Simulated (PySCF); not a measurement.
**Working out the ionisation energy of P⁺**

P⁺ [Ne] 3s2 3p2 (3P) → P²⁺ [Ne] 3s2 3p1 (2P). Calculation: PySCF 2.14, in dyall-av3z (19s12p3d2f, 84 functions); no relativity, point nucleus. Frozen: [Ne]; the 26 highest virtual orbitals dropped. Energies in hartree (1 hartree = 27.21139 eV):

| part | P⁺ (lower) | P²⁺ (upper) |
| --- | --- | --- |
| UHF | -340.354763 | -339.650248 |
| CCSD correlation | -0.083215 | -0.065425 |
| (T) | -0.002331 | -0.001053 |

Question: What does Hartree-Fock give?

Answer: (-339.650248) − (-340.354763) = 0.704515 hartree = 19.171 eV.

Question: What do CCSD and CCSD(T) give?

Answer: The CCSD correlation energies differ by 0.017790 hartree = 0.484 eV and the triples by 0.001278 hartree = 0.035 eV, so CCSD gives 19.655 eV and CCSD(T) 19.690 eV.

A first-order spin-orbit estimate adds -0.006 eV to CCSD(T) (valence), giving 19.684 eV against 19.769 eV (semi-empirical (NIST evaluation); NIST Atomic Spectra Database, ionization energies).

What remains against the reference includes basis incompleteness, the frozen core and higher excitations.
